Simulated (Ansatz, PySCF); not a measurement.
Species: C₂Cl₅, net charge 0, doublet state. It need not be the lowest isomer of its formula. 
Geometry from a B3LYP-D3(BJ)/def2-TZVP (Ansatz, a quantum-chemistry and plane-wave program) optimisation:
```xyz
7

C      0.9051     0.0651    -0.1872
C     -0.5849     0.0456    -0.0727
Cl    -1.2485     1.6971    -0.1753
Cl    -1.3056    -0.9425    -1.3699
Cl    -1.0691    -0.6709     1.5335
Cl     1.7837     1.2594     0.6495
Cl     1.7265    -1.3822    -0.5460
```
Charge 0, spin multiplicity 2.

Total electronic energies in hartree. Cores are frozen in the correlated levels unless marked. UHF or UKS for open shells. Spin-orbit coupling is left out. Non-relativistic. CBS(X,Y): correlation extrapolated as X^-3; Hartree-Fock from the larger set. [CCSD(T)-MP2]/basis is that difference in the basis named.

```tsv
level	program	energy (Eh)
HF/STO-3G	Ansatz	-2347.61676
HF/cc-pV(D+d)Z	Ansatz	-2373.18154
HF/def2-TZVPD	PySCF	-2373.23809
PBE-D3(BJ)/def2-TZVPD	Ansatz + dftd3	-2376.23399
PBE-D4/def2-TZVPD	Ansatz + dftd4	-2376.23532
BLYP-D3(BJ)/def2-TZVPD	Ansatz + dftd3	-2377.22839
revPBE/def2-TZVPD	Ansatz	-2376.80178
r2SCAN/def2-TZVPD	Ansatz	-2377.05196
r2SCAN-D4/def2-TZVPD	Ansatz + dftd4	-2377.05532
BHLYP/def2-TZVPD	Ansatz	-2377.17725
r2SCANh-D4/def2-TZVPD	Ansatz + dftd4	-2377.04213
r2SCAN0-D4/def2-TZVPD	Ansatz + dftd4	-2377.02424
wB97X-V/def2-TZVPD	Ansatz	-2376.87728
B2GP-PLYP-D3(BJ)/def2-TZVPD	Ansatz + dftd3	-2376.28558
B2GP-PLYP/def2-TZVPD	Ansatz	-2376.27459
B2PLYP-D4/def2-TZVPD	Ansatz + dftd4	-2376.53138
MP2/6-31G*	Ansatz	-2373.95768
RI-MP2/CBS(cc-pV(T+d)Z,cc-pV(Q+d)Z)	Ansatz	-2374.7539
CCSD/6-31G	Ansatz	-2373.31144
CCSD/cc-pV(D+d)Z	Ansatz	-2374.19407
CCSD(T)/STO-3G	Ansatz	-2347.79539
CCSD(T)/6-31G	Ansatz	-2373.32447
RI-MP2/CBS(cc-pV(T+d)Z,cc-pV(Q+d)Z)+[CCSD(T)-MP2]/cc-pV(D+d)Z	Ansatz	-2374.8510
```

Totals of different functionals don't rank their quality; only differences between species are comparable.
